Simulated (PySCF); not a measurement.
C5H7N.

```xyz
13

C      0.0332    -2.1540     0.0000
C      0.0309    -0.8158     0.0000
C     -1.1629     0.0414     0.0000
N     -0.9417     1.2972     0.0000
C      0.4952     1.5234     0.0000
C      1.1944     0.1463     0.0000
H      0.9614    -2.7311     0.0000
H     -0.9059    -2.7140     0.0000
H     -2.1852    -0.3581     0.0000
H      0.7551     2.1363    -0.8793
H      0.7551     2.1363     0.8793
H      1.8333     0.0010     0.8846
H      1.8333     0.0010    -0.8846
```
Charge 0, spin multiplicity 1.

Geometry optimised at PBE0-D3(BJ)/def2-SVP. The values are those of a single conformer.

Level of theory: HF/pcSseg-1 (PySCF). Non-relativistic, no solvent.

### Question
Give the absolute GIAO shielding of each atom: isotropic value and principal components (ppm). (The exact figures need the calculation; the answer reports its results.)

### Answer

```
atom  σ(iso)     σ11     σ22    σ33   span
----  ------  ------  ------  -----  -----
C1      74.4   -46.0    97.3  171.8  217.7
C2      34.8   -84.1    54.7  133.9  218.0
C3      17.5  -109.6    50.1  111.9  221.5
N4    -135.0  -495.4  -148.0  238.5  733.9
C5     134.6   102.8   130.0  171.1   68.2
C6     166.1   150.2   166.2  182.1   31.9
H7      26.2    24.0    24.1   30.5    6.4
H8      26.0    23.2    24.4   30.5    7.3
H9      24.0    22.7    23.5   25.7    3.0
H10     27.8    23.6    27.0   32.9    9.3
H11     27.8    23.6    27.0   32.9    9.3
H12     29.4    24.6    28.4   35.3   10.8
H13     29.4    24.6    28.4   35.3   10.8
```
